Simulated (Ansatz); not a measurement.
`B[NH][GeH3]` + `NC=O` → `O=C[NH][GeH3]` + `BN` at 600 K and 1 bar (ligand exchange at a Ge–N bond).

Computed with Ansatz on PBE0-D4/def2-TZVP structures; ΔE is electronic, products minus reactants. CCSD(T)/CBS adds triple-zeta CCSD(T) − MP2 to the extrapolated MP2 energy (def2 sets, frozen cores). This one scheme is used for every species. For Ge outer-core shells are correlated without core-valence functions, which leaves a few kJ/mol of doubt a bond. Scalar relativity is left out up to krypton. One conformer a species, not always the lowest.

```json
{"species": "`B[NH][GeH3]`", "CCSD(T)/CBS energy (Eh)": "-2159.24687", "H − E (kJ/mol)": "211.1", "S (J/(mol·K))": "380.1"}
{"species": "`NC=O`", "CCSD(T)/CBS energy (Eh)": "-169.73435", "H − E (kJ/mol)": "152.2", "S (J/(mol·K))": "302.2"}
{"species": "`O=C[NH][GeH3]`", "CCSD(T)/CBS energy (Eh)": "-2247.05298", "H − E (kJ/mol)": "208.1", "S (J/(mol·K))": "395.5"}
{"species": "`BN`", "CCSD(T)/CBS energy (Eh)": "-81.93499", "H − E (kJ/mol)": "155.9", "S (J/(mol·K))": "270.2"}
```

H − E and S are ideal-gas, rigid-rotor, harmonic terms from PBE0-D4/def2-TZVP, for one conformer and one mirror image of each species. 1 Eh = 2625.50 kJ/mol, R = 8.31446 J/(mol·K).

Question: By hand: ΔE, ΔH, ΔS and ΔG.

Answer: ΔE = (-2247.05298) + (-81.93499) − (-2159.24687) − (-169.73435) = -0.00675 Eh = -17.7 kJ/mol. Δ(H − E) = 208.1 + 155.9 − 211.1 − 152.2 = 0.7, so ΔH = -17.0 kJ/mol. ΔS = 395.5 + 270.2 − 380.1 − 302.2 = -16.6 J/(mol·K). ΔG = -17.0 − 600 × (-16.6)/1000 = -7.0 kJ/mol.

Question: By hand: the equilibrium constant, and the temperature at which ΔG would vanish if ΔH and ΔS stayed fixed.

Answer: log₁₀ K = −ΔG/(RT ln 10) = 0.6. ΔG = 0 at ΔH/ΔS = 1024 K, though so small a ΔS makes that figure unsure.

TΔS isn't small against ΔH here. A doubt of 5 kJ/mol in ΔE shifts log₁₀ K by 0.4 here. Other conformers and mirror images would add mixing entropy, several J/(mol·K) or more a flexible species. These are equilibria of isolated gas molecules and say nothing of rates. Largest T1 diagnostic: 0.016 (customary marks: 0.02 for closed shells, 0.045 for open ones).
